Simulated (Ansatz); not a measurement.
Input and output for C2H2F6GeO2, SMILES `FC(F)(F)[O][GeH2][O]C(F)(F)F`.

```yaml
crystal:
  periodic: [false, false, false]
  atoms:
    - {symbol: F, position_ang: [0.970221, 2.054412, -2.445473]}
    - {symbol: C, position_ang: [0.071229, 1.502488, -1.644906]}
    - {symbol: F, position_ang: [-1.146326, 1.727329, -2.175883]}
    - {symbol: F, position_ang: [0.099507, 2.155566, -0.474663]}
    - {symbol: O, position_ang: [0.321353, 0.203925, -1.512887]}
    - {symbol: Ge, position_ang: [-0.666090, -0.884017, -0.480470]}
    - {symbol: O, position_ang: [0.470883, -1.492284, 0.764702]}
    - {symbol: C, position_ang: [0.622887, -0.925113, 1.958930]}
    - {symbol: F, position_ang: [1.618316, -1.509324, 2.608711]}
    - {symbol: F, position_ang: [-0.483724, -1.039524, 2.713435]}
    - {symbol: F, position_ang: [0.892517, 0.385241, 1.873118]}
    - {symbol: H, position_ang: [-0.944313, -2.109489, -1.332354]}
    - {symbol: H, position_ang: [-1.806159, -0.103908, 0.162641]}
basis:
  gaussian: {orbitals: def2-SVP}
hamiltonian: {xc: {name: BHLYP}}
accuracy: high
```

```sh
$ ansatz run in.yaml --threads 4 --pin off --events-out ev --progress --plain --max-ram 66560MiB --backend cpu
```

Output, abridged:

```
Functional definition: BHLYP
4077 factors; integrals over basis functions are off by at most 8.9e-9 eV
mean field evaluation 1: about -78978.2625 eV, gradient 7.5e1 eV
mean field evaluation 2: about -78977.3545 eV, gradient 8.1e1 eV
mean field evaluation 4: about -78987.0725 eV, gradient 2.7e0 eV
mean field evaluation 8: about -78987.9575 eV, gradient 5.9e-1 eV
mean field evaluation 16: about -78987.9592 eV, gradient 2.3e-4 eV
mean field -78987.95921214 eV, -2902.7539610845 hartree, gradient 2.7e-8 eV, S^2 0.000000; 0 other end points of the search recorded, 0 dependent functions left out
reference -78987.95923990 eV, -2902.7539621044 hartree; 58, 58 occupied and 124, 124 virtual orbitals, 4077 factors
Total energy: -78987.95923990 eV, -2902.7539621044 hartree
```

It took 10 s on 4 threads of an AMD EPYC 7R13 on a shared host, with 1.3 GiB of host memory at the peak.
